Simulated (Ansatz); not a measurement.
**From C4H10 to CHBr3: predicting a member**

On one C centre that keeps H, n of the CH3 ligands are replaced by Br. The HOMO–LUMO gap y in eV at wB97M-V/def2-TZVPP. Shapes, held fixed at every level: PBE0-D4/def2-TZVP. Programs: Ansatz 0.2.0.

```
molecule  n  y (eV)
   C4H10  0   13.89
  C3H7Br  1       ?
 C2H4Br2  2   11.39
   CHBr3  3   10.63
```

Q: Fit y = c + s·n to the known rows and predict C3H7Br.

A: 
1. Means of the 3 rows: n = 1.66667, y = 11.970.
2. Σ(Δn)² = 4.6667, Σ(Δn·Δy) = -5.18, so the slope is -5.18/4.6667 = -1.11.
3. Intercept: 11.970 − (-1.11) × 1.66667 = 13.820. The largest residual of the fit is 0.21.
4. C3H7Br: 13.820 + (-1.11) × 1 = 12.71 eV.

The run gave 12.20 eV, so the prediction is off by +0.51 eV, more than the scatter of the fit. The step per swap changes from -1.69 to -0.76 eV along the series, so a line misses the bend. Other levels give for C3H7Br: SPW92/def2-TZVPP 5.52; BHLYP-D4/def2-TZVPP 10.12 eV. Orbital gaps aren't excitation energies, and the LUMO depends on the basis. Relativity is left out for Br unless named.
